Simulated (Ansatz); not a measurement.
```yaml
atoms:
  - { symbol: F, position_ang: [0.0000, -0.4150, -1.2896] }
  - { symbol: H, position_ang: [0.0000, 0.4916, -0.8625] }
  - { symbol: F, position_ang: [0.0000, 0.4150, 1.2896] }
  - { symbol: H, position_ang: [0.0000, -0.4916, 0.8625] }
```

Basis set: 6-31G* (spherical functions). Left uncorrelated: 2 orbitals. Charge 0, multiplicity 1.

Computed with Ansatz (development build ahead of 0.2.0); each method stands on the lowest determinant of its kind that the runs found. Restricted open shells among the atoms or ions are ROHF, correlated in semicanonical orbitals with singles.

The atomization energy at this shape (free ground-state atoms in the same class of orbitals less the molecule, no zero-point energy) of singlet H₂F₂:

| method | atomization energy |
| --- | --- |
| RHF-MP2 | 249.31 kcal/mol |

(1) What does RHF give?

Results:

(1) 175.27 kcal/mol. Caution: the shape is not the minimum.
